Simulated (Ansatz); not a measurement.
A structure relaxed at PBE0-D4/def2-TZVP, charge 0, multiplicity 1:

```xyz
12

C    -0.1139   -0.9796    1.5989
B     0.4777   -0.3476    0.3045
C    -0.3763    0.5499   -0.6355
N     0.3467    1.3142   -1.6352
H    -1.1891   -0.8406    1.7341
H     0.3925   -0.5062    2.4524
H     0.1273   -2.0435    1.6865
H     1.6212   -0.5870    0.0093
H    -1.1085   -0.1786   -1.0534
H    -0.9994    1.2218   -0.0294
H    -0.2575    1.6396   -2.3778
H     1.0793    0.7575   -2.0543
```

Give its formula and SMILES.

C2H8BN, `CBCN`.

Summarise the bond lengths by kind.

2 × B–C 1.555 to 1.557 Å; 5 × C–H 1.092 to 1.114 Å; 1 × B–H 1.205 Å; 1 × C–N 1.451 Å; 2 × H–N 1.011 Å.

All numbers were calculated with Ansatz.
